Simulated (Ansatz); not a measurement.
Input:

```yaml
crystal:
  periodic: [false, false, false]
  atoms:
    - { symbol: Al, position_ang: [0.2846, 0.0183, 0.3377] }
    - { symbol: O, position_ang: [-0.9234, 1.3482, -0.8997] }
    - { symbol: "N", position_ang: [2.0126, 0.3795, 0.1635] }
    - { symbol: "N", position_ang: [-0.7981, -0.432, 1.6674] }
    - { symbol: H, position_ang: [-0.9169, 0.228, -1.5063] }
    - { symbol: S, position_ang: [-0.4524, -1.4923, -1.6985] }
    - { symbol: H, position_ang: [-0.5769, 2.0087, -1.4965] }
    - { symbol: H, position_ang: [2.701, 0.2169, 0.8833] }
    - { symbol: H, position_ang: [2.4983, 0.5656, -0.7043] }
    - { symbol: H, position_ang: [-1.778, -0.1777, 1.6674] }
    - { symbol: H, position_ang: [-0.5474, -0.7642, 2.5877] }
    - { symbol: H, position_ang: [-1.5033, -1.899, -1.0018] }
basis:
  gaussian: { orbitals: def2-SVP }
hamiltonian:
  xc: pbe
relax:
  f_tol: 0.15
  max_steps: 25
  restrain:
    - { distance: [0, 5], at: 2.26, k: 30.0 }
    - { distance: [4, 1], at: 0.97, k: 30.0 }
    - { distance: [0, 1], at: 3.17, k: 30.0 }
    - { distance: [4, 5], at: 2.66, k: 30.0 }
```

Run as:

```bash
$ ansatz run input.yaml --threads 2 --pin off --max-ram 3072MiB --backend cpu --events-out ev --progress --plain --runs-dir out
```

Hardware: 2 threads of Intel(R) Xeon(R) Platinum 8375C CPU @ 2.90GHz (Ice Lake) (shared host).

Roughly how long does this run take, and how much memory?

22 s, with a peak of 0.17 GiB, for 10 ionic steps.
